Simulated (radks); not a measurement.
Results of a calculation; reference values are marked as such.
All-electron atom: Xe3+ in [Kr] 4d10 5s2 5p3.

Code: a radial shooting solver on a logarithmic mesh with Libxc functionals. Model: scalar-relativistic Kohn-Sham, MS2 meta-GGA, spin-polarised, spherical densities, finite nucleus; open shells are filled with parallel spins first (spin-orbit coupling, left out, can overturn this in heavy ions); meta-GGA in the generalised Kohn-Sham scheme; Fermi nuclear charge, rms radius 4.7859 fm.

Energy parts (Ry):
part                        energy
total                 -14889.13726
kinetic                15657.68638
electron-nucleus      -35912.14578
Hartree                 5735.90558
exchange-correlation    -370.58343

Orbitals (lengths in bohr, moments of r in powers of bohr; <r^-3> diverges for s and p1/2):
orbital	occ.	eigenvalue (Ry)	<r^-3>
1s up	1	-2531.272	-
1s down	1	-2531.261	-
2s up	1	-396.5701	-
2s down	1	-396.5678	-
2p up	3	-355.7155	6165
2p down	3	-355.7073	6165
3s up	1	-83.47461	-
3s down	1	-83.46773	-
3p up	3	-70.19400	1190
3p down	3	-70.18400	1190
3d up	5	-50.63205	163.7
3d down	5	-50.62064	163.7
4s up	1	-17.22750	-
4s down	1	-17.21555	-
4p up	3	-13.00611	235.3
4p down	3	-12.99470	234.6
4d up	5	-6.86067	25.30
4d down	5	-6.83235	25.43
5s up	1	-3.81580	-
5s down	1	-3.54537	-
5p up	3	-2.83180	31.48
5p down	0	-2.56795	31.48
5d up	0	-1.51138	2.724
5d down	0	-1.34610	2.253
6s up	0	-1.29303	-
4f up	0	-1.12045	1.190
4f down	0	-1.00345	1.252

The highest occupied level is 5p up at -38.529 eV. The electron density at the nucleus is 2.806e+05 e/bohr^3 (large components only).
